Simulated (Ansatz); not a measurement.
```yaml
crystal:
  periodic: [false, false, false]
  atoms:
    - {symbol: O, position_ang: [-0.845092, 0.397926, 0.993150]}
    - {symbol: Si, position_ang: [0.172582, 0.069432, -0.223580]}
    - {symbol: Br, position_ang: [1.986817, -0.935834, 0.516043]}
    - {symbol: Br, position_ang: [-0.777897, -1.246547, -1.711538]}
    - {symbol: Br, position_ang: [0.686842, 1.990148, -1.129351]}
    - {symbol: H, position_ang: [-1.181151, -0.339226, 1.509075]}
basis:
  gaussian: {orbitals: 6-31G}
hamiltonian: {xc: {name: r2SCAN0}, dispersion: d3bjatm}
output: {forces: true}
```

```sh
$ ansatz run in.yaml --threads 4 --pin off --events-out ev --progress --plain --max-ram 11315MiB
```

It prints (some lines left out):

```
Functional definition: r2SCAN0
1027 factors; integrals over basis functions are off by at most 4.2e-4 eV
mean field evaluation 1: about -220042.9884 eV, gradient 4.5e1 eV
mean field evaluation 2: about -220037.3302 eV, gradient 7.1e1 eV
mean field evaluation 4: about -220047.0791 eV, gradient 2.8e0 eV
mean field evaluation 8: about -220047.0925 eV, gradient 3.6e-2 eV
mean field -220047.09245837 eV, -8086.5814945686 hartree, gradient 2.4e-5 eV, S^2 0.000000; 0 other end points of the search recorded, 0 dependent functions left out
reference -220047.09246611 eV, -8086.5814948533 hartree; 64, 64 occupied and 47, 47 virtual orbitals, 1027 factors
Total energy: -220047.17916035 eV, -8086.5846808077 hartree
Atom 0 at    -0.845092     0.397926     0.993150 Å, force    -1.440063     0.070062     1.775074 eV/Å
Atom 1 at     0.172582     0.069432    -0.223580 Å, force     1.132355     0.126139    -1.420442 eV/Å
Atom 2 at     1.986817    -0.935834     0.516043 Å, force     1.267243    -0.731896     0.614014 eV/Å
Atom 3 at    -0.777897    -1.246547    -1.711538 Å, force    -0.754182    -0.959144    -1.015411 eV/Å
Atom 4 at     0.686842     1.990148    -1.129351 Å, force     0.314064     1.376939    -0.581627 eV/Å
Atom 5 at    -1.181151    -0.339226     1.509075 Å, force    -0.519417     0.117900     0.628391 eV/Å
Dipole moment:    -0.158289    -0.302602     0.237079 e Å
```

It took 4.2 s on 4 threads of an Arm Neoverse V2 on a shared host, with 0.34 GiB of host memory at the peak.
